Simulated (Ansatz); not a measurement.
`O=C=[N][GeH]([F])[Cl]`. Charge 0, multiplicity 1.

```xyz
7

O    -2.054   -2.060   -0.253
C    -1.356   -1.225    0.144
N    -0.668   -0.365    0.636
Ge    0.690    0.706    0.125
F    -0.010    2.016   -0.743
Cl    1.957   -0.315   -1.239
H     1.441    1.244    1.330
```

(1) What are the harmonic wavenumbers in cm⁻¹ at PBE0-D4/def2-TZVP (Ansatz, finite differences of forces, unscaled)? (Best estimate.)

(2) Is this a minimum?

(3) Give the ideal-gas thermochemistry at 298.15 K and 1 bar (rigid rotor, harmonic oscillator; point group C1, symmetry number 1).

(4) And at 400, 500, 600, 800 and 1000 K?

(5) Rotational constants (cm⁻¹)?

Results:

(1) Computed: 21, 69, 184, 214, 257, 446, 533, 641, 690, 708, 727, 739, 1461, 2259, 2376.

(2) Yes, all 15 modes are real.

(3) Zero-point energy 67.8 kJ/mol; H(298) − E = 89.0 kJ/mol; entropy 375.2 J/(mol·K), of which translation 172.9, rotation 120.3, vibration 81.9; G(298) − E = -22.8 kJ/mol. Modes under 100 cm⁻¹ are hindered rotations or soft bends, so the harmonic entropy is rough.

(4) 
| T (K) | H − E (kJ/mol) | S (J/mol/K) | G − E (kJ/mol) |
| --- | --- | --- | --- |
| 400 | 100.0 | 406.6 | -62.7 |
| 500 | 111.7 | 432.8 | -104.7 |
| 600 | 124.2 | 455.5 | -149.1 |
| 800 | 150.6 | 493.4 | -244.1 |
| 1000 | 178.4 | 524.4 | -346.0 |

(5) 0.09291, 0.04573, 0.0355.
